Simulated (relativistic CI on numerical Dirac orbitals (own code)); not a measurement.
**Fe²⁺: L-alpha,beta X-ray emission**

Computed with this model: Dirac-Coulomb-Breit CI, separate exchange-only KLI orbitals for each configuration, QED by a radiative potential, valence Slater integrals scaled by 0.8, multiplet model of X-ray emission after core ionisation; configurations [Ar] 3d6 → [He] 2s2 2p5 3s2 3p6 3d6 → [Ar] 3d5; 300 K; Lorentzian 0.84 eV and Gaussian 0.5 eV FWHM. Energies are those of the free ion, without screening or charge transfer. S is read from ⟨S²⟩ = S(S + 1).

Field parameters in Wybourne normalisation: Oh B⁴₀ = 21Dq, B⁴₄ = √(5/14) B⁴₀. The field is a parameter set, without covalency.

free ion: ground-state S = 2.00, centroid 717.74 eV. Peaks (eV, height): 706.3 (7), 708.6 (20), 712.4 (57), 716.7 (8), 722.1 (100), 725.0 (21), 726.8 (16).

Oh, 10Dq = 3250 cm⁻¹: ground-state S = 2.00, centroid 717.18 eV. Peaks (eV, height): 708.1 (24), 708.6 (24), 712.4 (76), 722.0 (100), 724.6 (23), 726.6 (10).

Oh, 10Dq = 8950 cm⁻¹: ground-state S = 2.00, centroid 716.90 eV. Peaks (eV, height): 712.4 (73), 721.7 (100), 724.4 (30).

Oh, 10Dq = 14700 cm⁻¹: ground-state S = 1.98, centroid 716.75 eV. Peaks (eV, height): 707.6 (31), 710.8 (61), 712.8 (70), 721.1 (100).

Oh, 10Dq = 20400 cm⁻¹: ground-state S = 0.01, centroid 714.13 eV. Peaks (eV, height): 705.5 (13), 707.1 (30), 709.5 (100), 713.0 (52), 715.8 (14), 717.6 (16), 722.0 (64), 725.0 (11).

Oh, 10Dq = 26150 cm⁻¹: ground-state S = 0.01, centroid 713.13 eV. Peaks (eV, height): 704.6 (7), 706.4 (13), 709.3 (100), 714.1 (34), 717.4 (9), 721.9 (37), 723.8 (8).

Strongest unbroadened transitions for free ion:

```
Energy (eV)  Relative strength
     706.18                5.0
     708.66               13.1
     710.09                5.2
     712.18                5.9
     712.28                9.3
     712.36               29.0
     713.17               24.2
     713.74               21.4
     718.83               12.0
     719.62               20.3
     720.74               39.2
     721.20               10.1
     721.32               45.0
     722.10              100.0
     722.32               23.4
     724.97               14.4
     725.53               11.3
     726.87               19.3
```
